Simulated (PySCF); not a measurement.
## Exercise with solution: oscillator strength and radiative lifetime

C₂H₆ClFSi₂, SMILES Cl[Si@@H]([SiH3])C(F)=C.

Geometry optimised at PBE0-D3(BJ)/def2-SVP. The structure was generated by enumeration; whether it is a known compound was not checked. Other conformers were not sampled.

TDA-PBE/def2-SVPD run with PySCF 2.14.0 puts the first singlet state with f over 0.02 at 5.67 eV (vertical), with the transition dipole (0.739, 0.184, 0.422) in atomic units.

Task: Find the oscillator strength, the wavelength and the radiative lifetime that this transition would have in vacuum if emission retraced absorption.

Result: 
|μ|² = 0.7581 au, so |μ| = 2.21 D. ΔE = 5.67/27.211 = 0.2084 hartree. f = (2/3) ΔE |μ|² = 0.105 (the program prints 0.105).
λ = 1239.84/5.67 = 219 nm; ν = 45732 cm⁻¹.
Einstein's coefficient A = 0.6670 ν² f s⁻¹ (ν in cm⁻¹) = 1.5e8 s⁻¹, so τ = 1/A = 6.8 ns. This state is S2; the lower singlet has f = 0.001. The figure is the radiative limit of this one transition; relaxation, internal conversion, crossing to triplets and a medium change what is measured.
